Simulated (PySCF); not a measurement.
# Working out the ionisation energy of Nb⁺

Nb⁺ [Kr] 4d4 (5D) → Nb²⁺ [Kr] 4d3 (4F). Computed with PySCF 2.14 in aug-cc-pwCVDZ-PP with ECP28MDF, with scalar relativity through the core potential. Frozen: nothing. Energies in hartree (1 hartree = 27.21139 eV):

```csv
part,Nb⁺ (lower),Nb²⁺ (upper)
UHF,-55.928431,-55.448867
MP2 opposite-spin,-0.198481,-0.187380
MP2 same-spin,-0.097858,-0.075235
```

Q: What does Hartree-Fock give?

A: (-55.448867) − (-55.928431) = 0.479564 hartree = 13.050 eV.

Q: What do MP2 and SCS-MP2 (6/5 opposite-spin, 1/3 same-spin) give?

A: The opposite-spin parts differ by 0.302 eV and the same-spin parts by 0.616 eV. MP2: 13.050 + (0.302) + (0.616) = 13.968 eV. SCS-MP2: 13.050 + 1.2 × (0.302) + (0.616)/3 = 13.618 eV.

Reference: 14.32 eV (semi-empirical (NIST evaluation); NIST Atomic Spectra Database, ionization energies), between the lowest levels; spin-orbit coupling is absent from the calculation.

A double-zeta basis recovers only part of the correlation energy.

What remains against the reference includes basis incompleteness and correlation beyond second order.
